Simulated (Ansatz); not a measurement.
Compare A (`B1C=CO1`) with its isomer B (`BC=C=O`).

Calculated with Ansatz (gas phase, PBE0-D4/def2-TZVP geometries, no zero-point term in ΔE). CBS: MP2 limit from def2 TZ/QZ plus the TZ coupled-cluster correction, frozen cores. DFT in def2-TZVPP. B3LYP here is the variant with VWN-RPA as its local correlation; programs differ in this.

A:

```xyz
7

B    -0.944   -0.255   -0.181
C     0.171    0.765   -0.428
C     0.647    0.008    0.578
O    -0.469   -0.633    1.115
H    -1.734   -0.879   -0.814
H     0.700    1.304   -1.195
H     1.629   -0.309    0.925
```

B:

```xyz
7

B    -0.7663   -0.5149   -0.5582
C     0.2129   -0.1938    0.5389
C     0.9367    0.9034    0.3700
O     1.5411    1.8595    0.1836
H    -1.4497   -1.4902   -0.4679
H    -0.8538    0.2048   -1.5089
H     0.3792   -0.7689    1.4424
```

Which isomer does CCSD(T)/CBS put lower? Give the gap. (Estimate.)

Computed: B, by 30.5 kJ/mol.

Give E(B) − E(A) in kJ/mol with HF/def2-TZVPP, B3LYP-D4, B3LYP, r2SCAN-D4, B2PLYP, CCSD(T)/def2-TZVPP, BLYP-D4. (Estimate.)

Computed: HF/def2-TZVPP -60.8, B3LYP-D4 -58.3, B3LYP -58.7, r2SCAN-D4 -49.7, B2PLYP -52.9, CCSD(T)/def2-TZVPP -37.0, BLYP-D4 -69.6. None reverses the order clearly.

Does the order hold for the free energy at 298.15 K (harmonic terms from PBE0-D4)? (Estimate.)

Ansatz gave: Yes: G(B) − G(A) = -38.5 kJ/mol.

Largest T1 diagnostic: 0.017.

From PBE to PBE0 (25 % exact exchange), in def2-TZVPP and without D4, E(B) − E(A) moves by +10.6 kJ/mol. At CCSD(T), def2-SVP lies −10.2 kJ/mol from the extrapolated value and def2-TZVPP −6.5 kJ/mol.
